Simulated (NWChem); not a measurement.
Atomisation of HCl$_{2}$Ge

```
Ge
H 1 1.5580
Cl 1 2.1641 2 107.17
Cl 1 2.1641 2 107.17 3 -116.05
```
Charge 0, spin multiplicity 2.

Program: NWChem. The geometry was optimised at UPBE0/def2-SVP, a minimum by its harmonic frequencies.

Basis set: def2-TZVP. The atomisation energy is electronic alone: no zero-point, thermal, spin-orbit or counterpoise terms. No value is extrapolated to the basis-set limit. Free atoms are single determinants with multiplicities Cl 2, Ge 3, H 2. Correlated methods freeze the same cores in atoms and molecule, 19 orbitals in all.

```csv
method,atomisation energy (kcal/mol),relative cost
B3LYP,222.8,1
PBE,234.1,under 3
PBE0,229.7,under 3
TPSS,234.8,under 3
HF,164.5,under 3
MP2,227.7,4
CAM-B3LYP,224.3,8
LC-wPBE (omega 0.3 per bohr),227.4,10
```

The values span 70.3 kcal/mol, from HF (lowest) to TPSS (highest). Costs are rough ratios of processor time within this set of runs, SCF included, with B3LYP as 1. Costs are the molecule's.

The Hamiltonian is non-relativistic. B3LYP has NWChem's definition, with VWN1-RPA local correlation. GW and range-separated runs recompute their integrals, the others keep them in memory, which bears on the times. The structure started from a generated list of species. The unpaired electrons of the parent sit in orbitals of symmetry a' (Cs labels of the run); other states weren't searched. No SCF solution was tested for a lower state. Open-shell Hartree-Fock references start from PBE0 orbitals; any time given for them includes that run.
